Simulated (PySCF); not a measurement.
## Assignment exercise: C10H19NSi

Geometry:
```csv
atom,x (Å),y (Å),z (Å)
Si1,0.497,0.629,0.508
C2,0.868,0.103,2.267
C3,2.095,0.091,2.800
H4,0.024,-0.160,2.920
H5,2.982,0.361,2.215
H6,2.276,-0.182,3.847
C7,2.096,0.995,-0.400
C8,2.318,2.104,-1.116
H9,2.886,0.231,-0.383
H10,1.569,2.901,-1.186
H11,3.249,2.270,-1.670
C12,-0.535,2.198,0.547
C13,-1.845,2.213,0.269
H14,-0.061,3.142,0.849
H15,-2.369,1.298,-0.032
H16,-2.450,3.124,0.329
N17,-0.374,-0.655,-0.279
C18,-0.683,-0.544,-1.692
C19,0.229,-1.365,-2.593
C20,-0.833,-1.856,0.387
C21,-2.281,-1.786,0.855
H22,-0.618,0.518,-1.986
H23,-1.739,-0.827,-1.872
H24,1.273,-1.032,-2.487
H25,0.189,-2.436,-2.342
H26,-0.062,-1.261,-3.651
H27,-0.706,-2.723,-0.288
H28,-0.180,-2.063,1.250
H29,-2.413,-0.984,1.598
H30,-2.964,-1.577,0.016
H31,-2.599,-2.736,1.314
```

PySCF calculation with NMR shieldings at B3LYP/pcSseg-1/GIAO and geometry from PBE0-D3(BJ)/def2-SVP; fast rotation and ring inversion assumed for equivalent nuclei, non-relativistic, one conformer, isolated molecule.

δ = σ(ref) − σ, references computed at the same level: 13C, 1H against TMS.

**Question.** Assign these signals to the numbered atoms. 13C{1H} NMR (computed): δ 145.6, 143.6, 41.6, 16.7.

**Answer.** 
```tsv
δ (ppm)	atoms	environment	reason
145.6	C2/C7/C12	carbon bonded to C, Si, H	–
143.6	C3/C8/C13	carbon bonded to C, 2 H	–
41.6	C18/C20	carbon bonded to C, N, 2 H	–
16.7	C19/C21	carbon bonded to C, 3 H	–
```

**Question.** Assign these signals to the numbered atoms. 1H NMR (500 MHz, computed): δ 6.29 (m, 3H), 6.17 (m, 6H), 2.76 (q, 4H), 0.98 (t, 6H).

**Answer.** 
| δ (ppm) | atoms | environment | reason |
| --- | --- | --- | --- |
| 6.29 | H4/H9/H14 | hydrogen on a carbon bonded to C, Si | – |
| 6.17 | H5/H6/H10/H11/H15/H16 | hydrogen on a carbon bonded to C | – |
| 2.76 | H22/H23/H27/H28 | hydrogen on a carbon bonded to C, N | – |
| 0.98 | H24/H25/H26/H29/H30/H31 | hydrogen on a carbon bonded to C | – |

Shifts are as computed. Against solution values, carbons near 30 ppm lie about +2 ppm off and those near 130 ppm about +6 ppm (rms about the fit 1.1 ppm; single classes can miss by 10 ppm). Of 1328 compounds with measured shifts, 309 miss one by over three times the rms of a fit or turn the order of signals round; such compounds aren't used in these exercises. Signals without a measured value on file couldn't be tested in this way. Multiplicities follow the n + 1 count of equivalent neighbours, as no J values were calculated; m marks all less simple cases, F and P coupling included.
